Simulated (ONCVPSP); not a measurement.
## What one change does to a pseudopotential (Mn (Z = 25), ONCV)

```
Element                 : Mn (Z = 25)
Generator               : ONCVPSP 4.0.1
Type                    : optimised norm-conserving Vanderbilt (ONCV)
Functional              : PBEsol
Relativity              : scalar-relativistic
Frozen core             : [Ne]
Valence charge          : 15
Reference configuration : 3s2 3p6 3d5 4s2
Partial waves           : 3s+4s: rc 1.40 bohr, ncon 4, nbas 7, qcut 7.6 1/bohr, 2 projectors; 3p: rc 1.45 bohr, ncon 5, nbas 9, qcut 7.4 1/bohr, 1 projector; 3d: rc 1.10 bohr, ncon 4, nbas 8, qcut 11.4 1/bohr, 2 projectors, debl 0.7 Ha
Local potential         : polynomial inside 0.70 bohr (lpopt 3, dvloc0 -1 Ha)
Core correction         : polynomial model core, fcfact 0.2
```

Change: s: ncon 5, nbas 8.

Cutoffs: the cutoffs (Ha) at which the residual kinetic energy of the hardest occupied pseudo-wave falls to 1 and 0.1 mHa per electron; they do not see the model core or the augmentation charge, which bear on the density cutoff. Errors are all-electron minus pseudo energies relative to the spin-unpolarised reference configuration.

What does the change do?

The potential gets neither clearly harder nor softer (60 Ha and 130 Ha → 60 Ha and 130 Ha); the d channel sets the loose cutoff, while the largest relative change is in s, which becomes harder; of the 4 tests that both files solve, the error grows in 0 and shrinks in 1 by more than 15 % and 0.3 meV (median size 1.2 → 0.7 meV); neither file shows a bound ghost.

| quantity | base | changed |
| --- | --- | --- |
| cutoff, loose | 60 Ha | 60 Ha |
| cutoff, tight | 130 Ha | 130 Ha |
| loose cutoff by channel | s 22 Ha, p 26 Ha, d 60 Ha | s 27 Ha, p 26 Ha, d 60 Ha |
| bound ghosts | none | none |
| GHOST(+) flags under 300 eV | none | none |
| error for 3s2 3p6 3d5 4s1, meV [ΔE 8.43 eV] | -0.4 | -0.4 |
| error for 3s2 3p6 3d5 4s0, meV [ΔE 23.94 eV] | -0.5 | -0.3 |
| error for 3s2 3p6 3d4 4s0, meV [ΔE 56.43 eV] | -2.0 | -1.1 |
| error for 3s2 3p6 3d5 4s0 4p1, meV [ΔE 13.19 eV] | +11 | +11 |
| s: phases at 1.42 bohr within 0.05 rad from the reference energy up to (Ha; the scan ends near 5) | to the end of the scan | to the end of the scan |
| p: phases at 1.47 bohr within 0.05 rad from the reference energy up to (Ha; the scan ends near 5) | 1.9 | 1.9 |
| d: phases at 1.12 bohr within 0.05 rad from the reference energy up to (Ha; the scan ends near 5) | to the end of the scan | to the end of the scan |
| rms error of d²Exc/dni dnj with the model core, mHa | 1.37 | 1.29 |
